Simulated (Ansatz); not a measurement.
Reaction (substitution at a C–Si bond): `[SiH3]C=[Se]` + HCl → `ClC=[Se]` + SiH₄

Computed with Ansatz on PBE0-D4/def2-TZVP structures; ΔE is electronic, products minus reactants. CBS: MP2 limit from def2 TZ/QZ plus the TZ coupled-cluster correction, frozen cores. This one scheme is used for every species. DFT in def2-TZVPP. B3LYP here is the variant with VWN-RPA as its local correlation; programs differ in this. HSE06 is defined as in plane-wave codes. For Se outer-core shells are correlated without core-valence functions, which leaves a few kJ/mol of doubt a bond. Scalar relativity is left out up to krypton.

```
             level  ΔE (kJ/mol)  difference from CCSD(T)/CBS
            PBE-D4         27.0                        -19.3
      CAM-B3LYP-D4         39.3                         -7.0
           ωB97X-V         39.8                         -6.5
           ωB97M-V         41.7                         -4.6
          PBE-QIDH         41.4                         -4.9
             B3LYP         32.4                        -13.9
           r2SCAN0         36.8                         -9.5
             HSE06         33.9                        -12.4
         CAM-B3LYP         37.5                         -8.8
     CCSD/def2-SVP         43.4                         -2.9
  CCSD(T)/def2-SVP         40.3                         -6.0
SCS-MP2/def2-TZVPP         42.4                         -3.9
   CCSD/def2-TZVPP         49.6                          3.3
     HF/def2-QZVPP         50.5                          4.2
    MP2/def2-QZVPP         42.2                         -4.1
      HF/CBS(def2)         50.6                          4.3
       CCSD(T)/CBS         46.3                            0
```

Largest T1 diagnostic among the species: 0.014.

From BLYP to BHLYP (50 % exact exchange), in def2-TZVPP and without D4, ΔE moves by +16.8 kJ/mol. Leaving LDA and LC-ωPBE aside and taking each functional with its dispersion term where it has one, the values, not all of them listed here, spread over 18.4 kJ/mol, from revPBE-D4 to BHLYP-D4. In def2-TZVPP, CCSD(T) changes the Hartree–Fock value by −4.0 kJ/mol (the triples alone add −3.4 kJ/mol) and MP2 by −8.1 kJ/mol.
